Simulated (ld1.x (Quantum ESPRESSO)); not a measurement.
P (Z = 15): excitation energies, all-electron against TM

ld1.x (Quantum ESPRESSO) 7.5 input, shortened:

```
&input
   title='P', zed=15., rel=0, dft='BP', iswitch=3,
   config='[Ne] 3s2 3p3 3d-2'
 /
 &inputp
   pseudotype=2, tm=.true., lloc=0,
   nlcc=.true., rcore=0.55
 /
3
3P  2  1   3.00   0.00  1.55  1.55  0.0
3D  3  2  -2.00  -0.15  1.70  1.70  0.0
3S  1  0   2.00   0.00  1.15  1.15  0.0
 &test
   configts(1)='3s2 3p3'
 /
```

Energies are relative to the spin-unpolarised reference configuration 3s2 3p3; without spin polarisation the order of configurations can differ from experiment.

```json
{"valence configuration": "3s2 3p2", "charge": "+1", "ΔE all-electron (eV)": "9.837", "error AE − PS (meV)": "+4.7"}
{"valence configuration": "3s2 3p1", "charge": "+2", "ΔE all-electron (eV)": "29.097", "error AE − PS (meV)": "+30"}
{"valence configuration": "3s2 3p0", "charge": "+3", "ΔE all-electron (eV)": "58.966", "error AE − PS (meV)": "+92"}
{"valence configuration": "3s1 3p0", "charge": "+4", "ΔE all-electron (eV)": "111.003", "error AE − PS (meV)": "+181"}
{"valence configuration": "3s1 3p3", "charge": "+1", "ΔE all-electron (eV)": "18.871", "error AE − PS (meV)": "+6.0"}
{"valence configuration": "3s2 3p3.3", "charge": "-0.3", "ΔE all-electron (eV)": "-1.340", "error AE − PS (meV)": "+0.2"}
```

(1) What are ΔE and the potential's error for 3s2 3p2.5?

Levels in the configuration 3s1 3p3:

```json
{"level": "3s", "all-electron (eV)": "-23.990", "pseudo (eV)": "-23.977"}
{"level": "3p", "all-electron (eV)": "-14.910", "pseudo (eV)": "-14.895"}
```

## Answers

(1) ΔE = 3.829 eV all-electron; the error (AE − PS) is +0.8 meV.
